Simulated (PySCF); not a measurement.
Precursor series Cd OH-NH2. All species are isolated molecules in the gas phase. One relaxed conformer stands for each flexible species; it need not be the lowest.

The HOMO from two functionals at the same geometries (r2SCAN-D4/def2-SVP), both in PySCF: PBE-D3(BJ)/def2-TZVP and B3LYP-D3(BJ)/def2-TZVP. B3LYP has the VWN-RPA correlation part, as in Gaussian. 

```json
[
 {"species": "0 of 2 OH replaced by NH2 ([Cd(OH)2])", "PBE-D3(BJ)/def2-TZVP (eV)": "-6.44"},
 {"species": "1 of 2 OH replaced by NH2 ([Cd(OH)(NH2)])", "PBE-D3(BJ)/def2-TZVP (eV)": "-5.81"},
 {"species": "2 of 2 OH replaced by NH2 ([Cd(NH2)2])", "PBE-D3(BJ)/def2-TZVP (eV)": "-5.37"}
]
```

**Question.** What does B3LYP-D3(BJ)/def2-TZVP give for each?

**Answer.** 
- 0 of 2 OH replaced by NH2 ([Cd(OH)2]): -7.83
- 1 of 2 OH replaced by NH2 ([Cd(OH)(NH2)]): -6.92
- 2 of 2 OH replaced by NH2 ([Cd(NH2)2]): -6.45
Over these rows, drawn at random from the members with no instability flagged (it was tested for open shells, ions and some series alone), PBE minus B3LYP-D3(BJ): mean +1.19 eV, from +1.08 eV to +1.39 eV.
